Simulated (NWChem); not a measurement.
Species: SiBrCl, singlet; SMILES Cl[Si]Br

Results from NWChem. Low-valent species are run as closed-shell singlets; no triplet was tried in these runs. Coordinates come from a PBE0/def2-SVP optimisation. Level: PBE0/def2-SVP with SMD (1 M gas to 1 M solution), gas-phase geometry. Reactions with the solvent are ignored.

For solvent water:

| Item | Value |
|---|---|
| solvation free energy (kcal/mol) | -1.2 |
| cavity-dispersion-structure term (kcal/mol) | 0.0 |
| dipole in solution (D) | 1.24 |

Estimate the same quantities for solvent n-hexane.


| Property | Result |
|---|---|
| solvation free energy (kcal/mol) | -3.9 |
| cavity-dispersion-structure term (kcal/mol) | -3.3 |
| dipole in solution (D) | 1.06 |
